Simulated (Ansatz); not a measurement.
One change: `NC1O[SiH2]1` becomes `[SiH3]C1O[SiH2]1`.

Ansatz, PBE0-D4/def2-TZVP geometries, multiplicity 1. Each molecule was computed in one conformer, which needn't be the lowest.

| property | `NC1O[SiH2]1` |
| --- | --- |
| ideal-gas entropy at 298 K and 1 bar (rigid rotor, harmonic PBE0-D4/def2-TZVP) / J/(mol·K) | 292 |
| HOMO energy (ωB97M-V/def2-TZVPP) / eV | -9.30 |
| HOMO energy (PBE0/def2-TZVPP) / eV | -7.04 |
| LUMO energy (B3LYP/def2-TZVPP) / eV | -0.71 |
| HOMO–LUMO gap (B3LYP/def2-TZVPP) / eV | 6.11 |
| LUMO energy (PBE/def2-TZVPP) / eV | -1.30 |

Q: Give the same properties after the change, and the shifts. (An estimate is asked.)

A: Computed: 
```
                                                                                  property  `[SiH3]C1O[SiH2]1`  shift
ideal-gas entropy at 298 K and 1 bar (rigid rotor, harmonic PBE0-D4/def2-TZVP) / J/(mol·K)                 320     28
                                                     HOMO energy (ωB97M-V/def2-TZVPP) / eV               -9.88  -0.58
                                                        HOMO energy (PBE0/def2-TZVPP) / eV               -7.67  -0.63
                                                       LUMO energy (B3LYP/def2-TZVPP) / eV               -0.94  -0.23
                                                     HOMO–LUMO gap (B3LYP/def2-TZVPP) / eV                6.51   0.40
                                                         LUMO energy (PBE/def2-TZVPP) / eV               -1.56  -0.26
```

With PBE0 the HOMO falls by 0.63 eV and the LUMO falls by 0.26 eV, so the gap widens by about 0.37 eV. PBE moves the HOMO by -0.69 eV and ωB97M-V by -0.58 eV. The zero-point energy changes by -7.0 kJ/mol with +3 modes.

B3LYP here is the variant with VWN-RPA as its local correlation; programs differ in this.
